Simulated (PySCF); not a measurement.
A structure optimised at PBE-D3(BJ)/def2-SVP, used in a PySCF frequency run:

```
C
N 1 1.4709
H 2 1.0284 1 109.38
C 2 1.4551 3 109.88 1 130.57
H 4 1.1086 2 109.27 3 50.56
H 4 1.1114 5 106.67 2 -119.18
H 4 1.1196 5 107.60 6 -114.65
C 1 1.5479 2 115.22 3 57.52
H 8 1.1099 1 112.06 2 -179.54
H 8 1.1108 9 107.19 1 122.82
H 8 1.1125 9 107.28 10 115.19
Si 1 1.9183 2 103.47 3 -64.30
H 12 1.5025 1 111.08 2 -68.37
H 12 1.5072 13 109.21 1 123.51
H 12 1.5096 13 109.17 14 118.19
Si 1 1.9219 2 111.01 3 -177.11
H 16 1.5031 1 111.11 2 43.09
H 16 1.5063 17 109.31 1 -119.40
H 16 1.5080 17 109.19 18 -117.36
```

Question: Write its SMILES and formula.

Answer: CNC(C)([SiH3])[SiH3], C3H13NSi2

Question: What are its rotational constants (standard atomic weights)?

Answer: 2.3293, 1.7897, 1.4458 GHz
